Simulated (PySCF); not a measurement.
## Si2H5N2F

Si2H5N2F is a small molecule, neutral, singlet. The structure was relaxed in the gas phase by PBE0-D3(BJ)/def2-SVP. No frequency run checks that it is a minimum.

SMILES: F[SiH]1N[SiH2]N1

Coordinates in Å:
```
N1      0.216   -0.869   -0.799
Si2     1.096    0.578   -0.354
N3     -0.167    0.841    0.828
Si4    -1.024   -0.590    0.372
F5     -2.503   -0.322   -0.243
H6      0.432   -1.645   -1.406
H7      1.222    1.627   -1.413
H8      2.462    0.336    0.203
H9     -0.384    1.610    1.444
H10    -1.265   -1.634    1.397
```

Shieldings: GIAO PBE0/pcSseg-2. Shifts are against computed references at the same level: H TMS (σ 31.24 ppm), Si TMS (σ 341.3 ppm). Core levels by delta-SCF with SCAN, pcX-2 on the ionised atom and pcseg-1 elsewhere, spin-free X2C (2p3/2 is the spin-free 2p value less a third of a first-order spin-orbit splitting); from the vacuum level, for chosen atoms.

Q: Give the shieldings and core levels atom by atom.

A: 
```json
{"atoms": "N1 N3", "bonded to": "2 Si + 1 H", "σ (ppm)": "222.8", "δ (ppm)": "-", "core level (eV)": "1s 404.30"}
{"atoms": "Si2", "bonded to": "2 N + 2 H", "σ (ppm)": "366.5", "δ (ppm)": "-25.3", "core level (eV)": "2p3/2 107.55"}
{"atoms": "Si4", "bonded to": "1 F + 2 N + 1 H", "σ (ppm)": "379.6", "δ (ppm)": "-38.3", "core level (eV)": "2p3/2 108.10"}
{"atoms": "F5", "bonded to": "1 Si", "σ (ppm)": "285.2", "δ (ppm)": "-", "core level (eV)": "1s 692.01"}
{"atoms": "H6", "bonded to": "1 N", "σ (ppm)": "30.01", "δ (ppm)": "1.24", "core level (eV)": "-"}
{"atoms": "H7", "bonded to": "1 Si", "σ (ppm)": "25.61", "δ (ppm)": "5.63", "core level (eV)": "-"}
{"atoms": "H8", "bonded to": "1 Si", "σ (ppm)": "25.69", "δ (ppm)": "5.56", "core level (eV)": "-"}
{"atoms": "H9", "bonded to": "1 N", "σ (ppm)": "30.03", "δ (ppm)": "1.22", "core level (eV)": "-"}
{"atoms": "H10", "bonded to": "1 Si", "σ (ppm)": "25.78", "δ (ppm)": "5.46", "core level (eV)": "-"}
```

Values are those of this one static structure; atoms that internal rotation interchanges would show their mean in an NMR spectrum.

Q: Which of Si2, Si4 holds its core electrons tightest, and by how much against the loosest?

A: Si4 (bonded to 1 F + 2 N + 1 H), by 0.54 eV over Si2 (bonded to 2 N + 2 H).

Q: By CAM-B3LYP/def2-SVPD (TDDFT singlets, Tamm-Dancoff triplets, ionisation by delta-SCF), where does absorption start, and what does vertical ionisation take?

A: The lowest singlet lies at 6.25 eV (f 0.024), the lowest triplet at 5.97 eV; vertical ionisation takes 9.80 eV.
